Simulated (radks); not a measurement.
Task: All-electron atom: Hf III in [Xe] 4f14 5d2. All-electron calculation, scalar-relativistic Kohn-Sham, SCAN, spin-unpolarised, spherical densities, finite nucleus; meta-GGA in the generalised Kohn-Sham scheme; Fermi nuclear charge, rms radius 5.347 fm. Program: a radial shooting solver on a logarithmic mesh with Libxc functionals. Some entries of the table are withheld. Estimate them.

orbital,occ.,eigenvalue (eV),<1/r> (bohr^-1)
1s,2,-65367.47,83.79
2s,2,-11217.10,19.59
2p,6,(1),17.85
3s,2,-2578.708,(2)
3p,6,-2166.983,6.717
3d,10,-1679.049,6.346
4s,2,-536.7635,3.063
4p,6,(3),2.791
4d,10,-225.1422,2.475
5s,2,-83.1029,1.172
5p,6,-51.1425,0.9761
4f,14,-32.2258,1.918
5d,2,-16.5461,0.6133

Result: 
(1) 2p eigenvalue (eV): -9847.958
(2) 3s <1/r> (bohr^-1): 7.253
(3) 4p eigenvalue (eV): -401.0657
